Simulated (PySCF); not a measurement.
Ranking problems on computed properties.

All species are isolated and taken at one optimised geometry, non-relativistic unless stated; the electronic structure was computed with PySCF and density fitting.

The conformers computed, where there is a choice (atom-mapped SMILES and torsion angles):
- `[CH2:1]=[C:2]([CH3:3])[CH2:4][CH2:5][S:6][CH2:7][CH3:8]`: C1–C2–C4–C5 106°, C2–C4–C5–S6 -172°, C4–C5–S6–C7 -64°, C5–S6–C7–C8 -62°
- `[CH2:1]=[CH:2][C@@H:3]1[CH2:4][C:5](=[CH2:6])[C@@H:7]1[C:8]([F:9])([F:10])[F:11]`: C1–C2–C3–C4 -143°, C5–C7–C8–F9 -165°
- `[CH3:1][CH2:2][c:3]1[cH:4][cH:5][c:6]([F:7])[p:8]1[CH2:9][CH3:10]`: C1–C2–C3–C4 119°, C6–P8–C9–C10 -76°
- `[CH2:1]=[C:2](/[CH:3]=[CH:4]/[CH3:5])[C:6](=[CH2:7])[C:8]([F:9])([F:10])[F:11]`: C1–C2–C3–C4 -164°, C1–C2–C6–C7 -132°, C2–C6–C8–F9 157°
- `[CH3:1][CH2:2]/[CH:3]=[CH:4]\[C:5]#[C:6][CH2:7][C:8]([F:9])([F:10])[F:11]`: C1–C2–C3–C4 -117°, C6–C7–C8–F9 -60°
- `[CH3:1][O:2][C:3](=[O:4])[c:5]1[o:6][cH:7][c:8]([C:9]([F:10])([F:11])[F:12])[p:13]1`: C1–O2–C3–O4 1°, O2–C3–C5–O6 -179°, C7–C8–C9–F10 117°
- `[F:1][C:2]([F:3])([F:4])[CH:5]=[C:6]=[CH:7][SiH:8]([Cl:9])[Cl:10]`: F1–C2–C5–C6 7°, C6–C7–Si8–Cl9 16°

Question: Rank by dipole moment, lowest first (PBE0/pcSseg-1 at GFN2-xTB geometries).
A. `C=C(CCSCC)C`
B. `CC/C=C\C#CCC(F)(F)F`
C. `CCc1ccc(F)p1CC`
D. `C=C(/C=C/C)C(=C)C(F)(F)F`
E. `C=C[C@@H]1CC(=C)[C@@H]1C(F)(F)F`
F. `C#Cc1ccc2ccoc2c1`

Answer: F (1.54 D), B (1.69 D), A (1.93 D), C (2.19 D), E (2.42 D), D (2.93 D).

Question: Rank by HOMO–LUMO gap, highest first (PBE0/pcSseg-1 at GFN2-xTB geometries).
A. `COC(=O)c1occ(C(F)(F)F)p1`
B. `CCc1ccc(F)p1CC`
C. `CC/C=C\C#CCC(F)(F)F`
D. `C=C(C)CCSCC`

Answer: D (6.61 eV), C (6.13 eV), A (5.31 eV), B (5.18 eV).

By how much do the two ends of that ranking differ?

By 1.43 eV, between `C=C(C)CCSCC` and `CCc1ccc(F)p1CC`.

Question: Rank by smallest rotational constant, lowest first (GFN2-xTB).
A. `C=C(/C=C/C)C(=C)C(F)(F)F`
B. `C1C(=C)[C@H](C(F)(F)F)[C@@H]1C=C`
C. `CCc1ccc(F)p1CC`
D. `C(/CC)=C/C#CCC(F)(F)F`
E. `COC(=O)c1occ(C(F)(F)F)p1`

Answer: E (0.312 GHz), D (0.454 GHz), A (0.592 GHz), C (0.670 GHz), B (0.734 GHz).

By how much do the two ends of that ranking differ?

By 0.422 GHz, between `C=C[C@@H]1CC(=C)[C@@H]1C(F)(F)F` and `COC(=O)c1occ(C(F)(F)F)p1`.

Question: Rank by HOMO energy, lowest first (PBE0/pcSseg-1 at GFN2-xTB geometries).
A. `C#Cc1ccc2ccoc2c1`
B. `FC(F)(CC#C/C=C\CC)F`
C. `CCc1ccc(F)p1CC`
D. `COC(=O)C1=PC(C(F)(F)F)=CO1`
E. `C=C[C@@H]1CC(=C)[C@@H]1C(F)(F)F`
F. `FC(F)(F)C=C=C[SiH](Cl)Cl`
G. `FC(F)(C(=C)C(=C)/C=C/C)F`

Answer: F (-8.51 eV), D (-7.83 eV), E (-7.60 eV), B (-6.87 eV), G (-6.68 eV), A (-6.44 eV), C (-6.29 eV).

By how much do the two ends of that ranking differ?

By 2.22 eV, between `CCc1ccc(F)p1CC` and `FC(F)(F)C=C=C[SiH](Cl)Cl`.
